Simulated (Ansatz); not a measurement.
## FGaH2O2S: where a starting geometry ends

The starting geometry of this gas-phase singlet was optimised with GFN2-xTB; its bonds are those of `O[S][Ga]([OH])[F]`.

```xyz
7

F    -2.2737   -1.6594    2.1422
Ga   -1.2042   -0.8540    0.9728
O     1.2385   -0.1477   -0.4792
O    -1.7296    0.7298    0.4413
S     0.7129   -1.6164    0.0659
H    -2.4991    1.1711    0.7981
H     0.9764   -0.0066   -1.3981
```

Q: Predict what becomes of its bonds when it is optimised with B3LYP/6-31G*.

A: It keeps its bonds, and is `O[S][Ga]([OH])[F]`.

The energy falls by 0.16 eV over 10 steps:

```tsv
step	E − E(last) (eV)
1	0.160
2	0.091
3	0.038
4	0.020
5	0.004
6	0.001
7	0.000
8	0.000
9	0.000
10	0.000
```

Final geometry (Å):

```yaml
atoms:
  - { symbol: F, position_ang: [-2.2202, -1.6989, 1.9995] }
  - { symbol: Ga, position_ang: [-1.2118, -0.7162, 0.9403] }
  - { symbol: O, position_ang: [1.3756, -0.1891, -0.5586] }
  - { symbol: O, position_ang: [-1.8260, 0.9118, 0.5085] }
  - { symbol: S, position_ang: [0.6931, -1.5699, 0.1783] }
  - { symbol: H, position_ang: [-2.6701, 1.0752, 0.9610] }
  - { symbol: H, position_ang: [1.0805, -0.1961, -1.4860] }
```

Frequencies at the end are all real (lowest 67 cm⁻¹). Run with Ansatz 0.2.0, 120 s on 1 thread of Intel(R) Xeon(R) Processor @ 2.50GHz (Skylake/Cascade Lake), on a shared host.
